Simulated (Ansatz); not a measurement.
The cluster CaTe2. Total charge 0; singlet. Geometry relaxed at r2SCAN-D4/def2-TZVP.

```
atom   x (Å)   y (Å)   z (Å)
 Ca1  -0.603   1.491  -0.214
 Te2   1.196  -0.539  -0.974
 Te3  -0.593  -0.952   1.188
```

In the def2 sets Te takes a core potential; there is no spin–orbit coupling. The structure comes from a short search, and lower isomers may exist.

Task: Estimate the harmonic wavenumbers at RKS r2SCAN-D4/def2-TZVP (Ansatz, unscaled). Is this a minimum?

Result: 163, 192, 293 cm⁻¹. Yes, no mode is imaginary beyond noise. Zero-point energy 3.9 kJ/mol. Hardware: 4 threads of Intel Xeon on a shared host. Wall time 21 s.
